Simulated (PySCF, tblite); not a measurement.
C6H10OSi.
SMILES with atom numbers: `[CH:1]#[C:2][C@H:3]([CH3:4])[C:5](=[O:6])[CH2:7][SiH3:8]` (hydrogens: H9 on C1; H10 on C3; H11, H12, H13 on C4; H14, H15 on C7; H16, H17, H18 on Si8)

Cartesian coordinates in Å at the GFN2-xTB level; atoms count from 1:
```
atom  x, y, z in Å
C1    -1.248    2.186   -0.436
C2    -1.178    0.991   -0.447
C3    -1.147   -0.456   -0.431
C4    -1.874   -0.999    0.805
C5     0.265   -1.052   -0.517
O6     0.455   -2.211   -0.229
C7     1.354   -0.141   -0.943
Si8    2.189    0.548    0.643
H9    -1.301    3.234   -0.434
H10   -1.667   -0.820   -1.330
H11   -1.788   -2.083    0.825
H12   -1.423   -0.597    1.710
H13   -2.925   -0.721    0.784
H14    0.981    0.675   -1.558
H15    2.105   -0.705   -1.494
H16    3.233    1.470    0.194
H17    1.196    1.253    1.453
H18    2.764   -0.565    1.393
```

Computed, not measured: CAM-B3LYP/def2-SVPD in PySCF (dipole) on a GFN2-xTB geometry, gas phase.

Take the most abundant isotopes and a rigid rotor. The values belong to one conformer with, in the numbering `[CH:1]#[C:2][C@H:3]([CH3:4])[C:5](=[O:6])[CH2:7][SiH3:8]`, C2–C3–C5–O6 164°, C3–C5–C7–Si8 95°.

Problem. What are A, B and C (MHz)?

Solution. Ia = 257.51, Ib = 348.15, Ic = 498.30 u·Å²; 505379 MHz·u·Å²/I gives A = 1963, B = 1452, C = 1014 MHz.

Problem. Classify the top.

Solution. An asymmetric top; Ray's κ = -0.078.

Problem. Is it planar, by Δ = Ic − Ia − Ib?

Solution. Not planar: Δ = Ic − Ia − Ib = -107.36 u·Å². For a rigid frame Δ = −2 Σ m c², so Σ m c² = 53.68 u·Å² lies off the ab plane: 15.83 from hydrogen and 37.85 from heavier atoms. The atom farthest from that plane is 1.90 Å away.

Problem. Give the other two planar moments, Paa and Pbb, and the rms extents of the mass along the axes.

Solution. Paa = Σ m a² = (Ib + Ic − Ia)/2 = 294.47 and Pbb = Σ m b² = (Ia + Ic − Ib)/2 = 203.83 u·Å². With the mass M = 126.05 u, the rms extents √(P/M) along a, b and c are 1.53, 1.27, 0.65 Å.

Problem. Predict some low-J microwave lines.

Solution. The dipole components are |μa| = 0.33 D, |μb| = 2.41 D, |μc| = 0.58 D. Intensities carry the squares of the components, which stand as 0.02 : 1.00 : 0.06 (a : b : c). Some lines, for components of 0.1 D or more:

```json
{"type": "c", "branch": "Q", "J(Ka,Kc)": "1(1,1) ← 1(0,1)", "MHz": "511", "lower level (cm⁻¹)": "0.082"}
{"type": "a", "branch": "Q", "J(Ka,Kc)": "3(2,1) ← 3(2,2)", "MHz": "777", "lower level (cm⁻¹)": "0.591"}
{"type": "c", "branch": "Q", "J(Ka,Kc)": "3(2,2) ← 3(1,2)", "MHz": "1030", "lower level (cm⁻¹)": "0.556"}
{"type": "b", "branch": "Q", "J(Ka,Kc)": "2(2,0) ← 2(1,1)", "MHz": "1718", "lower level (cm⁻¹)": "0.293"}
{"type": "c", "branch": "R", "J(Ka,Kc)": "1(1,0) ← 0(0,0)", "MHz": "3414", "lower level (cm⁻¹)": "0.000"}
{"type": "b", "branch": "R", "J(Ka,Kc)": "2(0,2) ← 1(1,1)", "MHz": "4236", "lower level (cm⁻¹)": "0.099"}
{"type": "b", "branch": "R", "J(Ka,Kc)": "2(1,2) ← 1(0,1)", "MHz": "5005", "lower level (cm⁻¹)": "0.082"}
{"type": "a", "branch": "R", "J(Ka,Kc)": "2(1,1) ← 1(1,0)", "MHz": "5369", "lower level (cm⁻¹)": "0.114"}
{"type": "b", "branch": "R", "J(Ka,Kc)": "3(1,2) ← 2(2,1)", "MHz": "6367", "lower level (cm⁻¹)": "0.344"}
{"type": "b", "branch": "R", "J(Ka,Kc)": "3(0,3) ← 2(1,2)", "MHz": "6547", "lower level (cm⁻¹)": "0.249"}
{"type": "a", "branch": "R", "J(Ka,Kc)": "3(1,3) ← 2(1,2)", "MHz": "6642", "lower level (cm⁻¹)": "0.249"}
{"type": "a", "branch": "R", "J(Ka,Kc)": "3(0,3) ← 2(0,2)", "MHz": "6806", "lower level (cm⁻¹)": "0.241"}
{"type": "b", "branch": "R", "J(Ka,Kc)": "3(1,3) ← 2(0,2)", "MHz": "6901", "lower level (cm⁻¹)": "0.241"}
{"type": "b", "branch": "R", "J(Ka,Kc)": "2(2,1) ← 1(1,0)", "MHz": "6902", "lower level (cm⁻¹)": "0.114"}
{"type": "c", "branch": "R", "J(Ka,Kc)": "2(2,0) ← 1(1,0)", "MHz": "7087", "lower level (cm⁻¹)": "0.114"}
{"type": "a", "branch": "R", "J(Ka,Kc)": "3(2,2) ← 2(2,1)", "MHz": "7397", "lower level (cm⁻¹)": "0.344"}
{"type": "a", "branch": "R", "J(Ka,Kc)": "3(1,2) ← 2(1,1)", "MHz": "7900", "lower level (cm⁻¹)": "0.293"}
{"type": "a", "branch": "R", "J(Ka,Kc)": "3(2,1) ← 2(2,0)", "MHz": "7989", "lower level (cm⁻¹)": "0.350"}
{"type": "b", "branch": "R", "J(Ka,Kc)": "3(2,2) ← 2(1,1)", "MHz": "8930", "lower level (cm⁻¹)": "0.293"}
{"type": "b", "branch": "R", "J(Ka,Kc)": "3(3,1) ← 2(2,0)", "MHz": "10960", "lower level (cm⁻¹)": "0.350"}
{"type": "c", "branch": "R", "J(Ka,Kc)": "3(3,0) ← 2(2,0)", "MHz": "11014", "lower level (cm⁻¹)": "0.350"}
{"type": "b", "branch": "R", "J(Ka,Kc)": "3(2,1) ← 2(1,2)", "MHz": "11019", "lower level (cm⁻¹)": "0.249"}
{"type": "c", "branch": "R", "J(Ka,Kc)": "3(3,1) ← 2(2,1)", "MHz": "11145", "lower level (cm⁻¹)": "0.344"}
```

Problem. Estimate the classical rotational partition function at 10 K, 25 K and 298.15 K.

Solution. Point group C1, symmetry number σ = 1; q = (√π/σ)·√((kT/h)³/(ABC)), k/h = 20836.6 MHz/K: 3140 at 10 K, 12400 at 25 K, 511000 at 298.15 K.

Its lowest GFN2-xTB frequency is 8i cm⁻¹, too small to tell a flat minimum from a shallow saddle. These are rigid-rotor constants of the computed structure; measured ground-state constants (B0) also hold zero-point vibration. A rigid rotor knows nothing of internal rotation, which can split or shift real lines.
